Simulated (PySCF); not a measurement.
## Tin: highly charged ions in a basis for the neutral atom

Sn¹⁵⁺ [Ar] 3d10 4s2 4p5, Sn¹⁶⁺ [Ar] 3d10 4s2 4p4. All numbers are calculated (PySCF 2.14, scalar relativity through the core potential, in cc-pVDZ-PP with ECP28MDF (4s3p2d, 23 functions)). No spin-orbit coupling, so a gap to NIST mixes the basis error with missing relativistic terms.

Changed run: basis of the neutral atom used for a highly charged ion. This setting is unsound on purpose.

```csv
species,method,sound run (hartree),changed run (hartree),converged
Sn¹⁵⁺,UHF,not run,-130.84041,yes
Sn¹⁵⁺,r2SCAN,not run,-131.19159,yes
Sn¹⁵⁺,B3LYP,not run,-131.15164,yes
Sn¹⁶⁺,UHF,not run,-115.75547,yes
Sn¹⁶⁺,r2SCAN,not run,-116.03957,yes
Sn¹⁶⁺,B3LYP,not run,-116.01507,yes
```

Ionisation energy of Sn¹⁵⁺:

| method | changed run (eV) | NIST (eV) |
| --- | --- | --- |
| UHF | 410.48 | 407 ± 3 |
| r2SCAN | 412.31 | 407 ± 3 |
| B3LYP | 411.89 | 407 ± 3 |

The contracted functions were made for the neutral atom and can be too rigid for a highly charged ion.
